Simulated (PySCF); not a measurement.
Electron correlation in Be (beryllium, neutral)

[He] 2s1 2p1, high-spin 3P determinant (an excited configuration). Computed with PySCF 2.14 in aug-cc-pVTZ with one added diffuse shell each of s, p, d, f type (6s5p4d3f, 62 functions), with no relativity, point nucleus. Frozen: 1s2; 2 electrons correlated.

With two correlated electrons CCSD is exact within the correlated space (frozen core and kept virtual orbitals).

```
level  correlation energy (mhartree)
 CCSD                          -4.81
```

Diagnostics: T1 = 0.0044, D1 = 0.0068, largest double amplitude 0.030.

Is a single reference adequate?

Yes: T1 lies below 0.03 and no double amplitude reaches 0.07.
